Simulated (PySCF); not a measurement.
# Working out the excitation energy of S

S [Ne] 3s2 3p4 (3P) → S [Ne] 3s1 3p5 (3P). Calculation: PySCF 2.14, in def2-TZVPPD (6s6p4d1f, 51 functions); no relativity, point nucleus. Frozen: 1s2. Energies in hartree (1 hartree = 27.21139 eV):

```csv
part,S (lower),S (upper)
UHF,-397.502353,-397.080883
MP2 opposite-spin,-0.197717,-0.232801
MP2 same-spin,-0.075536,-0.079415
```

Task: What does Hartree-Fock give?

Result: (-397.080883) − (-397.502353) = 0.421470 hartree = 11.469 eV.

Task: What do MP2 and SCS-MP2 (6/5 opposite-spin, 1/3 same-spin) give?

Result: The opposite-spin parts differ by -0.955 eV and the same-spin parts by -0.106 eV. MP2: 11.469 + (-0.955) + (-0.106) = 10.408 eV. SCS-MP2: 11.469 + 1.2 × (-0.955) + (-0.106)/3 = 10.288 eV.

Measured between the centres of the two terms (NIST): 8.928 eV, so MP2 (valence and next inner shell) is off by 1.480 eV.

The upper state lies above the first ionisation limit, where it may autoionise and the basis confines it.

What remains against the reference includes basis incompleteness, the frozen core and correlation beyond second order.
